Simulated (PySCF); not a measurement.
C2H6OSn, singlet, at a GFN2-xTB geometry (such geometries of metal compounds can be far from the true shape) (all electrons, no relativity).

Input for PySCF:
```python
from pyscf import gto, scf, mcscf
import numpy

mol = gto.M(
    atom='''
Sn    0.260469   -0.219988   -0.338580
O     1.760607    0.098721    0.883490
C    -1.421730    0.939757    0.311977
C    -2.405827    0.460406    1.045369
H     0.110025   -1.873439   -0.163872
H     0.805906    0.189517   -1.889688
H     2.033372    1.001802    1.027573
H    -1.422386    1.980090    0.015435
H    -2.442011   -0.570868    1.357104
H    -3.227877    1.081533    1.370433
''',
    basis='sto-3g',
    charge=0,
    spin=0,
    verbose=4,
)

mf = scf.RHF(mol)
mf.kernel()
mc = mcscf.CASSCF(mf, 4, 6)
mc.fix_spin_(ss=0.0)
mc.kernel()
occ = numpy.linalg.eigvalsh(mc.fcisolver.make_rdm1(mc.ci, mc.ncas, mc.nelecas))[::-1]
ss = mc.fcisolver.spin_square(mc.ci, mc.ncas, mc.nelecas)[0]
print('natural occupations', occ.round(4), ' <S^2>', round(ss, 4))
```

Problem. Estimate the SCF-reference HOMO-LUMO gap that CASSCF(6,4)/STO-3G in PySCF returns for this input.

Solution. 16.53 eV

Problem. Give the number of basis functions at the level CASSCF(6,4)/STO-3G.

Solution. 48

Problem. What is the computed SCF-reference Mulliken (on the basis functions themselves) charges in atom order (CASSCF(6,4)/STO-3G)?

Solution. Sn1 0.99, O2 -0.50, C3 -0.26, C4 -0.14, H5 -0.19, H6 -0.20, H7 0.14, H8 0.04, H9 0.05, H10 0.05

Problem. Predict the SCF-reference dipole moment from CASSCF(6,4)/STO-3G.

Solution. 1.73 D

Problem. Predict the SCF-reference HOMO energy from CASSCF(6,4)/STO-3G.

Solution. -8.28 eV

Problem. What natural occupations of the active orbitals does CASSCF(6,4)/STO-3G give?

Solution. 2.00, 2.00, 1.89, 0.11
